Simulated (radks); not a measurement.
Values are calculated unless marked as measured or tabulated.
Pd+, 45 electrons, occupied as [Kr] 4d9. Level of theory: scalar-relativistic Kohn-Sham, PBE, spin-polarised, spherical densities, point nucleus; open shells are filled with parallel spins first (spin-orbit coupling, left out, can overturn this in heavy ions) (a radial shooting solver on a logarithmic mesh with Libxc functionals).

Normalised radial functions P(r) = r R(r), r in bohr:

| r | 4p up | 4p down | 5s up |
|---|---|---|---|
| 0.00146 | 0.0014 | 0.0014 | 0.0183 |
| 0.001947 | 0.0023 | 0.0023 | 0.0234 |
| 0.002597 | 0.0038 | 0.0038 | 0.0297 |
| 0.003464 | 0.0064 | 0.0064 | 0.0373 |
| 0.004621 | 0.0106 | 0.0106 | 0.0462 |
| 0.006163 | 0.0176 | 0.0177 | 0.0559 |
| 0.00822 | 0.0291 | 0.0291 | 0.0657 |
| 0.01096 | 0.0473 | 0.0473 | 0.0740 |
| 0.01462 | 0.0755 | 0.0756 | 0.0779 |
| 0.0195 | 0.1174 | 0.1175 | 0.0738 |
| 0.02601 | 0.1757 | 0.1759 | 0.0568 |
| 0.03469 | 0.2495 | 0.2497 | 0.0232 |
| 0.04627 | 0.3282 | 0.3285 | -0.0268 |
| 0.06172 | 0.3854 | 0.3858 | -0.0836 |
| 0.08231 | 0.3754 | 0.3758 | -0.1242 |
| 0.1098 | 0.2452 | 0.2454 | -0.1160 |
| 0.1464 | -0.0262 | -0.0263 | -0.0366 |
| 0.1953 | -0.3682 | -0.3687 | 0.0926 |
| 0.2605 | -0.5927 | -0.5933 | 0.1886 |
| 0.3474 | -0.4788 | -0.4791 | 0.1487 |
| 0.4634 | 0.0288 | 0.0294 | -0.0452 |
| 0.618 | 0.6861 | 0.6873 | -0.2580 |
| 0.8243 | 1.0905 | 1.0910 | -0.2859 |
| 1.099 | 1.0247 | 1.0241 | -0.0486 |
| 1.466 | 0.6544 | 0.6536 | 0.3174 |
| 1.956 | 0.2904 | 0.2904 | 0.5959 |
| 2.609 | 0.0862 | 0.0866 | 0.6570 |
| 3.479 | 0.0156 | 0.0159 | 0.5142 |
| 4.64 | 0.0015 | 0.0015 | 0.2855 |
| 6.189 | 0.0001 | 0.0001 | 0.1040 |
| 8.255 | 0.0000 | 0.0000 | 0.0226 |

4p up: eigenvalue -62.797 eV, 2 radial nodes at r = 0.143, 0.457 bohr, <r> = 1.04 bohr, 90 % of the charge inside 1.54 bohr. 4p down: eigenvalue -62.098 eV, 2 radial nodes at r = 0.143, 0.457 bohr, <r> = 1.04 bohr, 90 % of the charge inside 1.54 bohr. 5s up (empty): eigenvalue -11.181 eV, 4 radial nodes at r = 0.0400, 0.160, 0.438, 1.14 bohr, <r> = 2.88 bohr, 90 % of the charge inside 4.28 bohr.
